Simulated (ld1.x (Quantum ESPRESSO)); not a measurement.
# Scattering properties, RRKJ potential for tantalum (Ta)

- Element: Ta
- Generator: ld1.x (Quantum ESPRESSO) 7.5
- Type: norm-conserving RRKJ (Kleinman–Bylander form)
- Functional: LDA (PZ)
- Relativity: fully relativistic
- Frozen core: [Xe] 4f14
- Valence charge: 5
- Reference configuration: 5d3 6s2 6p0
- Partial waves: 6s (bound): rc 2.85 bohr; 6p (bound, empty): rc 4.15 bohr; 5d (bound): rc 1.60 bohr
- Local potential: the d channel
- Core correction: a·sin(br)/r model core inside 1.40 bohr
- rho0: 0.01

Open shells are filled in proportion to 2j + 1 (rel_dist='average').

The phase is arctan(r·u′/u) with u = r·R(r), unwrapped; energies in Ry, scanned from -2 to 5 Ry. A pole is an energy at which the radial function vanishes at the test radius. The pseudo phase is shifted by a multiple of π to meet the all-electron one at the reference energy, and phase errors are pseudo minus all-electron; the curves can meet again beyond the range given. Levels narrower than the energy grid can be missing from the lists of poles.

For each channel, where are the poles, and over which energies does the pseudopotential scatter like the atom?

```csv
channel,radius (bohr),reference energy (Ry),"poles, all-electron","poles, pseudo",unbroken range about the reference energy with phases within 0.05 rad,phase error 1 Ry above the reference energy (rad)
s,4.50,-0.41,"-0.18, 2.35","-0.18, 2.30",below 3.3,+0.000
p1/2,4.50,-0.13,"0.34, 3.00","-0.00, 0.37, 3.10",below 0.0,-3.114
p3/2,4.50,-0.10,"0.49, 3.27","-0.61, 0.49, 3.19",-0.6 to 1.5,+0.005
d3/2,4.50,-0.31,"-0.25, 1.58, 4.64","-0.22, 1.61, 4.65",not even at the reference energy,+0.091
d5/2,4.50,-0.26,"-0.20, 1.63, 4.71","-0.22, 1.61, 4.65",not even at the reference energy,-0.055
```

Note: ghost states, extra bound levels that the all-electron valence spectrum of the same l lacks: s at -34.2 eV, p3/2 at -8.3 eV, p1/2 at 0.02 eV. A true bound ghost makes a file unfit for plane-wave use. The potential misses its own reference levels by up to 0.4 eV.

Phases in the p1/2 channel:

```json
{"E (Ry)": "-2.00", "all-electron": "1.402", "pseudo": "1.402"}
{"E (Ry)": "-1.76", "all-electron": "1.389", "pseudo": "1.389"}
{"E (Ry)": "-1.52", "all-electron": "1.372", "pseudo": "1.371"}
{"E (Ry)": "-1.28", "all-electron": "1.348", "pseudo": "1.348"}
{"E (Ry)": "-1.04", "all-electron": "1.314", "pseudo": "1.314"}
{"E (Ry)": "-0.80", "all-electron": "1.258", "pseudo": "1.257"}
{"E (Ry)": "-0.56", "all-electron": "1.141", "pseudo": "1.138"}
{"E (Ry)": "-0.32", "all-electron": "0.730", "pseudo": "0.724"}
{"E (Ry)": "-0.08", "all-electron": "-0.937", "pseudo": "-0.941"}
{"E (Ry)": "0.16", "all-electron": "-1.452", "pseudo": "-4.575"}
{"E (Ry)": "0.40", "all-electron": "-1.599", "pseudo": "-4.726"}
{"E (Ry)": "0.64", "all-electron": "-1.691", "pseudo": "-4.814"}
{"E (Ry)": "0.88", "all-electron": "-1.786", "pseudo": "-4.899"}
{"E (Ry)": "1.12", "all-electron": "-1.946", "pseudo": "-5.023"}
{"E (Ry)": "1.36", "all-electron": "-2.419", "pseudo": "-5.321"}
{"E (Ry)": "1.60", "all-electron": "-3.814", "pseudo": "-6.459"}
{"E (Ry)": "1.84", "all-electron": "-4.364", "pseudo": "-7.385"}
{"E (Ry)": "2.08", "all-electron": "-4.527", "pseudo": "-7.622"}
{"E (Ry)": "2.32", "all-electron": "-4.605", "pseudo": "-7.721"}
{"E (Ry)": "2.56", "all-electron": "-4.653", "pseudo": "-7.777"}
{"E (Ry)": "2.80", "all-electron": "-4.688", "pseudo": "-7.817"}
{"E (Ry)": "3.04", "all-electron": "-4.717", "pseudo": "-7.848"}
{"E (Ry)": "3.28", "all-electron": "-4.744", "pseudo": "-7.875"}
{"E (Ry)": "3.52", "all-electron": "-4.770", "pseudo": "-7.902"}
{"E (Ry)": "3.76", "all-electron": "-4.801", "pseudo": "-7.933"}
{"E (Ry)": "4.00", "all-electron": "-4.841", "pseudo": "-7.973"}
{"E (Ry)": "4.24", "all-electron": "-4.903", "pseudo": "-8.036"}
{"E (Ry)": "4.48", "all-electron": "-5.027", "pseudo": "-8.167"}
{"E (Ry)": "4.72", "all-electron": "-5.421", "pseudo": "-8.658"}
{"E (Ry)": "4.96", "all-electron": "-6.904", "pseudo": "-10.283"}
```
